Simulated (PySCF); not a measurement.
CH5F2NOSi, SMILES NC[Si](O)(F)F. Atoms are numbered in the order given.

```xyz
11

N     -1.9513    -1.1482     0.6897
C     -0.6040    -1.3844     0.1768
Si     0.3573     0.1737    -0.1192
O      0.4529     1.0048     1.2913
F      1.8328    -0.0759    -0.7289
F     -0.3928     1.0950    -1.2199
H     -1.9102    -0.6074     1.5519
H     -2.4915    -0.5918     0.0295
H     -0.6608    -1.9684    -0.7574
H     -0.0496    -2.0297     0.8796
H      0.8091     1.8980     1.2845
```
Charge 0, spin multiplicity 1.

The structure is a stationary point at PBE0-D3(BJ)/def2-SVP. The structure was generated by enumeration, and PubChem lists no compound with its InChIKey, so it may never have been made. Other conformers were not sampled.

Level of theory: PySCF 2.14.0 with TDA-M06-2X/def2-SVPD.

Vertical excitations. Gas-phase values at a fixed geometry.

Problem. Give excitation energies, oscillator strengths and character. (An estimate is asked for; the answer gives what the named calculation found.)

Solution. 
```json
[
 {"state": "S1", "energy (eV)": "6.22", "λ (nm)": "199", "f": "0.002", "main pairs": "HOMO→LUMO 63 %, HOMO→LUMO+2 21 %, HOMO→LUMO+1 11 %"},
 {"state": "S2", "energy (eV)": "7.15", "λ (nm)": "173", "f": "0.072", "main pairs": "HOMO→LUMO+2 65 %, HOMO→LUMO 25 %"},
 {"state": "S3", "energy (eV)": "7.50", "λ (nm)": "165", "f": "0.000", "main pairs": "HOMO→LUMO+1 74 %"},
 {"state": "S4", "energy (eV)": "7.80", "λ (nm)": "159", "f": "0.009", "main pairs": "HOMO→LUMO+3 78 %"},
 {"state": "S5", "energy (eV)": "8.27", "λ (nm)": "150", "f": "0.038", "main pairs": "HOMO→LUMO+4 70 %"},
 {"state": "S6", "energy (eV)": "8.51", "λ (nm)": "146", "f": "0.021", "main pairs": "HOMO→LUMO+5 44 %, HOMO→LUMO+6 28 %, HOMO→LUMO+8 14 %"},
 {"state": "S7", "energy (eV)": "8.92", "λ (nm)": "139", "f": "0.036", "main pairs": "HOMO−1→LUMO 74 %"},
 {"state": "S8", "energy (eV)": "9.10", "λ (nm)": "136", "f": "0.006", "main pairs": "HOMO→LUMO+8 35 %, HOMO→LUMO+5 23 %, HOMO→LUMO+7 12 %, HOMO→LUMO+6 5 %"},
 {"state": "S9", "energy (eV)": "9.15", "λ (nm)": "135", "f": "0.003", "main pairs": "HOMO→LUMO+7 38 %, HOMO→LUMO+9 37 %, HOMO→LUMO+10 6 %"},
 {"state": "S10", "energy (eV)": "9.47", "λ (nm)": "131", "f": "0.010", "main pairs": "HOMO→LUMO+6 35 %, HOMO→LUMO+9 14 %, HOMO→LUMO+5 14 %, HOMO→LUMO+8 8 %"},
 {"state": "T1", "energy (eV)": "6.01", "λ (nm)": "206", "f": "0", "main pairs": "HOMO→LUMO 51 %, HOMO→LUMO+2 32 %, HOMO→LUMO+1 10 %"},
 {"state": "T2", "energy (eV)": "6.85", "λ (nm)": "181", "f": "0", "main pairs": "HOMO→LUMO+2 51 %, HOMO→LUMO 32 %"},
 {"state": "T3", "energy (eV)": "7.34", "λ (nm)": "169", "f": "0", "main pairs": "HOMO→LUMO+1 62 %"},
 {"state": "T4", "energy (eV)": "7.70", "λ (nm)": "161", "f": "0", "main pairs": "HOMO→LUMO+3 65 %, HOMO→LUMO+1 14 %"}
]
```
Triplets are in the Tamm–Dancoff approximation.
